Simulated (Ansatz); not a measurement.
Molecule: CH5BNO2, charge 0, multiplicity 2. It need not be the lowest isomer of its formula. 
Coordinates optimised at B3LYP-D3(BJ)/def2-TZVP (Ansatz, an electronic-structure program):
SMILES: [CH2]NB(O)O
```xyz
10

C      1.8460    -0.7063     0.3859
N      0.9293     0.3086     0.1974
B     -0.4662     0.1873    -0.0935
O     -1.1195    -1.0178    -0.1831
O     -1.1694     1.3486    -0.2906
H      1.5961    -1.7044     0.0605
H      2.8742    -0.4512     0.5800
H      1.2822     1.2454     0.3184
H     -0.5873    -1.7820     0.0534
H     -2.1036     1.1866    -0.4523
```
Charge 0, spin multiplicity 2.

Dipole moments at this geometry, in debye (magnitudes).

```json
[
 {"level": "SVWN5/def2-TZVPD", "program": "Ansatz", "dipole (D)": "0.55"},
 {"level": "B3LYP/def2-TZVPD", "program": "Ansatz", "dipole (D)": "…"},
 {"level": "BHLYP/def2-TZVPD", "program": "Ansatz", "dipole (D)": "0.83"},
 {"level": "HSE06/def2-TZVPD", "program": "Ansatz", "dipole (D)": "0.70"},
 {"level": "wB97X-V/def2-TZVPD", "program": "Ansatz", "dipole (D)": "0.68"},
 {"level": "CCSD(T)/aug-cc-pVDZ", "program": "Ansatz", "dipole (D)": "…"}
]
```

### Question
Complete the blanks.

### Answer

- B3LYP/def2-TZVPD, dipole (D): 0.67
- CCSD(T)/aug-cc-pVDZ, dipole (D): 0.68
